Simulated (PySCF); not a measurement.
NMR data sheet: C6H12FNSi

```
Formula                               : C6H12FNSi
SMILES                                : CN1CCC(C[SiH3])=C1F
Point group of the computed structure : C1
Degrees of unsaturation               : 2
Carbon signals                        : 6
Proton signals                        : 5
```

Atoms are numbered as in `[CH3:1][N:2]1[CH2:3][CH2:4][C:5]([CH2:6][SiH3:7])=[C:8]1[F:9]`. Hydrogens are named by the atom that carries them.

Theory: PBE0/pcSseg-1 with gauge-including orbitals, geometry from GFN2-xTB, in PySCF 2.14 (equivalent nuclei averaged, non-relativistic Hamiltonian, no solvent model, single conformer).

Referencing at the same level of theory: 1H, 13C, 29Si vs TMS; 19F against CFCl3; 15N vs NH3.

| carbon | δC, type | δH (multiplicity) | HMBC from (2–3 bonds) | span of the C tensor (ppm) |
| --- | --- | --- | --- | --- |
| C1 | 37.3, CH3 | 2.52 (s) | H(C3) | 67 |
| C3 | 52.4, CH2 | 3.07 (m) | H(C4), H(C1) | 64 |
| C4 | 31.6, CH2 | 2.54 (m) | H(C3), H(C6) | 37 |
| C5 | 85.0, C | – | H(Si7), H(C3), H(C4), H(C6) | 115 |
| C6 | 9.0, CH2 | 1.77 (q) | H(Si7), H(C4) | 30 |
| C8 | 164.6, C | – | H(C3), H(C4), H(C1), H(C6) | 124 |

Other nuclei:
```tsv
atoms	nucleus	environment	δ (ppm)	σ (ppm)
H(Si7)	1H	hydrogen on a silicon bonded to C	3.82	27.90
F9	19F	vinylic fluorine	-141.6	312.5
Si7	29Si	silicon bonded to C, 3 H	-77.6	426.8
N2	15N	enamine nitrogen	81.3	186.4
```

1. Carbon types of the structure: 2 × C, 3 × CH2, 1 × CH3, leaving 3 H on heteroatoms.
2. δC 164.6: alkene carbon bearing nitrogen; an sp2 carbon further deshielded by the attached heteroatom.
3. δC 85.0: β carbon of an enol-ether or enamine type C=C; the O or N lone pair pushes π density onto this β carbon and shields it.
4. δC 52.4: sp3 CH2 bonded to N; the inductive effect lowers its shielding.
5. δC 31.6: allylic sp3 CH2; aliphatic region, no heteroatom directly attached.
6. δH 2.52: hydrogen on a methyl carbon bonded to N; its carbon carries N, which withdraws density.

Splittings by 19F in the carbon and heteronuclear signals aren't shown, as no couplings were computed. Shifts are as computed. Against solution values, carbons near 30 ppm lie about +3 ppm off and those near 130 ppm about +5 ppm. Of 1211 compounds with measured shifts, 218 miss one by over three times the rms of a fit or turn the order of signals round; such compounds aren't used in these exercises. Unscaled 19F shifts against computed CFCl3 carry errors that often reach 10 to 50 ppm. Experimental scales use liquid or dissolved standards, which lie at an offset from isolated NH3 (liquid NH3: subtract about 20 ppm). No couplings were computed; multiplicities are counted from neighbouring protons, with m where these are inequivalent, close in shift, in a saturated or five-membered ring or joined by F or P, and br s for small geminal =CH2 splittings.
